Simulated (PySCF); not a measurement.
Species: C₅H₅FO.
SMILES: `C(=C)/C(C=O)=C/F`

Torsions of this conformer, `[CH2:1]=[CH:2]/[C:3]([CH:4]=[O:5])=[CH:6]/[F:7]`: C1–C2–C3–C4 0°, C2–C3–C4–O5 0°.

The closed-shell ground state was solved at several levels (PySCF, density fitting, gas phase, non-relativistic). One conformer (not necessarily the lowest) at the GFN2-xTB geometry, without solvent, vibrations or thermal averaging.

```
        level  basis functions  HOMO (eV)  LUMO (eV)  gap (eV)  dipole (D)
  B3LYP/pcJ-1              239      -7.01      -2.19      4.82        2.98
PBE0/pcSseg-1              144      -7.23      -1.98      5.25        2.98
```

Problem. What might CAM-B3LYP/def2-SVPD (186 basis functions) give for the same quantities?

Solution. HOMO -8.53 eV, LUMO -1.00 eV, gap 7.53 eV, dipole 3.03 D.

Problem. Over all these levels, which gives the widest orbital gap and which the narrowest?

Solution. CAM-B3LYP/def2-SVPD (range-separated hybrid) has the widest, 7.53 eV, and B3LYP/pcJ-1 (global hybrid, 20 % exact exchange) the narrowest, 4.82 eV. Functional and basis both differ between the two, so the spread mixes both effects.

Problem. How far do the dipole and the HOMO energy spread over the levels?

Solution. The dipole runs from 2.98 to 3.03 D (mean 3.00 D) and the HOMO from -8.53 to -7.01 eV.
